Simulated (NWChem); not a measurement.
# BO cation

Results from NWChem. The level has its own optimisation; frequencies are unscaled.

Q: What does the run give for LDA (Slater exchange, VWN5)/def2-SVP? Quantities: r B–O (Å); highest harmonic frequency (cm⁻¹); zero-point energy (kcal/mol).

A: The r B–O (Å) is 1.199 and the highest harmonic frequency (cm⁻¹) comes out as 1934. The zero-point energy (kcal/mol) is 2.8.
